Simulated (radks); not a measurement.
The mean radii <r> (bohr) of the occupied orbitals of an atom or ion are listed with their occupations. Calculated with a radial shooting solver on a logarithmic mesh with Libxc functionals: Dirac Kohn-Sham, XLYP, spin-unpolarised, spherical densities, finite nucleus; Fermi nuclear charge, rms radius of each element as measured or else 0.836 A^(1/3) + 0.57 fm.

| orbital | occ. | <r> |
|---|---|---|
| 1s1/2 | 1 | 0.2197 |
| 2s1/2 | 2 | 1.092 |
| 2p1/2 | 0.666667 | 1.014 |
| 2p3/2 | 1.33333 | 1.015 |
| 3s1/2 | 1 | 3.597 |

Name the element and its charge. Open shells, if any, are shared by 2j + 1.

Answer. Z = 7, nitrogen, charge +1: N+ in 1s1 2s2 2p2 3s1. The 1s radius gives Z: for a bare nucleus <r> = (2 gamma + 1)/(2Z) with gamma = sqrt(1 - (Z/c)^2), 0.2141 bohr for Z = 7, and screening makes it slightly larger (0.2197 here). The occupations add up to 6, and the charge is Z minus that.
